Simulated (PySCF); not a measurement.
A TDDFT job was run through a driver script with this input:

```
{"job": {"kind": "uv", "xc": "PBE0", "basis": "def2-SVPD", "nstates": 6, "ntriplets": 2}, "charge": 0, "multiplicity": 1}
F      3.288200     0.060111    -0.033741
C      2.072684    -0.525258     0.076729
C      0.976323     0.174209    -0.039624
C      0.216273     1.400393    -0.251017
C     -0.477931     0.293426    -0.051462
C     -1.777583    -0.389468     0.077858
F     -1.933006    -1.348432    -0.847793
F     -2.808493     0.456237    -0.059154
F     -1.914557    -0.981427     1.274216
H      2.135625    -1.584200     0.263525
H      0.227889     2.447079    -0.435502
```

Output:

```
coarse grid: 11016 points
cycle   1  E = -589.7361418227  dE =  1.725e+00  |g| = 9.094e-01  |ddm| = 5.596e+00
cycle   2  E = -589.5462156473  dE =  1.899e-01  |g| = 1.421e+00  |ddm| = 2.614e+00
cycle   3  E = -589.8841167072  dE = -3.379e-01  |g| = 1.460e-01  |ddm| = 1.653e+00
cycle   4  E = -589.8876602283  dE = -3.544e-03  |g| = 8.209e-02  |ddm| = 3.493e-01
cycle   5  E = -589.8893093403  dE = -1.649e-03  |g| = 1.360e-02  |ddm| = 1.372e-01
cycle   6  E = -589.8893433119  dE = -3.397e-05  |g| = 4.043e-03  |ddm| = 2.382e-02
cycle   7  E = -589.8893465315  dE = -3.220e-06  |g| = 1.561e-03  |ddm| = 7.680e-03
final grid: 113200 points
cycle   8  E = -589.9690640576  dE = -2.996e-05  |g| = 7.452e-03  |ddm| = 9.252e-02
cycle   9  E = -589.9690519665  dE =  1.209e-05  |g| = 1.100e-02  |ddm| = 2.587e-02
cycle  10  E = -589.9690760153  dE = -2.405e-05  |g| = 1.095e-03  |ddm| = 1.329e-02
cycle  11  E = -589.9690762758  dE = -2.604e-07  |g| = 2.712e-04  |ddm| = 1.880e-03
cycle  12  E = -589.9690762904  dE = -1.460e-08  |g| = 1.047e-04  |ddm| = 4.690e-04
cycle  13  E = -589.9690762928  dE = -2.415e-09  |g| = 2.345e-05  |ddm| = 1.804e-04
cycle  14  E = -589.9690762929  dE = -8.436e-11  |g| = 1.276e-05  |ddm| = 4.407e-05
converged SCF energy = -589.9690762929

Static polarisability (au): isotropic 61.173, principal 42.187 60.137 81.194

Singlet excitations
state   eV       nm        f      main configurations
  1   3.7335    332.1   0.02243   H->L 0.99
  2   5.9418    208.7   0.00166   H->L+1 0.80, H->L+4 0.13
  3   6.4140    193.3   0.00025   H-1->L 0.86
  4   6.5105    190.4   0.00066   H->L+4 0.56, H->L+1 0.16, H->L+5 0.13
  5   6.7193    184.5   0.00413   H->L+3 0.89
  6   7.2889    170.1   0.44923   H->L+2 0.93

Triplet excitations (Tamm-Dancoff, eV): 2.7351 4.6712
```

The calculation used PySCF, TDDFT PBE0/def2-SVPD, vertical, gas phase, core orbitals frozen in the response. Isolated species at its GFN2-xTB geometry, gas phase.

Problem. How much of the mean polarisability do the listed states account for?

Solution. The sum over states Σ f/ΔE² (ΔE in hartree) gives 7.57 au, 12% of the total; the rest comes from higher roots of the same response equations.

Problem. What share of the summed oscillator strength falls to the strongest level in this window?

Solution. State 6 at 170 nm: 0.4492 of 0.4784, or 94%.

Problem. Give the energy of state 6 in hartree, cm⁻¹ and kJ/mol.

Solution. 0.26786 hartree, 58789 cm⁻¹, 703.3 kJ/mol.

Problem. What transition dipole goes with state 6?

Solution. |μ|² = 3f / (2ΔE) = 3 × 0.4492 / (2 × 0.2679) ≈ 2.516 au, so |μ| = 4.03 D.

Problem. How many basis functions and electrons does this run hold?

Solution. 208 basis functions for 68 electrons in 34 doubly occupied orbitals.

Problem. Which species is it?

Solution. `FC(F)(C1C(/C=1)=C/F)F` (C5H2F4), point group Cs.

The SCF starts on a coarse grid; the energy jumps when the final grid takes over, and dE counts afresh there. H and L stand for HOMO and LUMO.

Shape of the structure used: `[F:1]/[CH:2]=[C:3]1[CH:4]=[C:5]\1[C:6]([F:7])([F:8])[F:9]`: C4–C5–C6–F7 120°.
